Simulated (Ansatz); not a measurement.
`C[N](C)[In]([SH])[Cl]`, charge 0, multiplicity 1.

Problem. Give a relaxed structure at PBE0-D4/def2-TZVP (Ansatz 0.2.0). (Estimate.)

Solution. Computed: 
```xyz
13

C    -0.539   -1.529    0.229
N     0.231   -0.318    0.111
C     1.631   -0.487    0.403
In   -0.563    1.432   -0.409
S    -2.846    1.797   -0.901
Cl    0.923    3.220   -0.527
H    -0.175   -2.307   -0.458
H    -1.593   -1.355   -0.002
H    -0.488   -1.943    1.247
H     2.098   -1.217   -0.276
H     1.786   -0.851    1.430
H     2.171    0.456    0.299
H    -2.635    3.102   -1.145
```
Point group Cs.
This is one stationary point; other conformers may exist.
